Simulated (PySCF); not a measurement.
Al(H)(Me)(NCO) (C2H4AlNO), SMILES [CH3][AlH][N]=C=O.

Geometry optimised at B3LYP-D3(BJ)/def2-SVP. A frequency run showed that this geometry is not a minimum. The structure was generated by enumeration; whether it is a known compound was not checked. One conformer was computed; it need not be the lowest.

The numbers are results of PySCF with M06-2X/def2-TZVP, not measurements.

Isolated molecule, no solvent.

| Property | Result |
|---|---|
| total energy | -451.07281 hartree |
| highest occupied level | -9.32 eV |
| lowest empty level | -0.81 eV |
| orbital gap | 8.51 eV |
| dipole moment | 2.80 D |
| quadrupole, principal values (traceless, Buckingham form, about the centre of nuclear charge) | -8.51, 0.09, 8.42 D·Å |
| mean static polarisability | 57.2 bohr³ (8.47 Å³) |
| polarisability, principal values | 40.3, 50.9, 80.4 bohr³ |
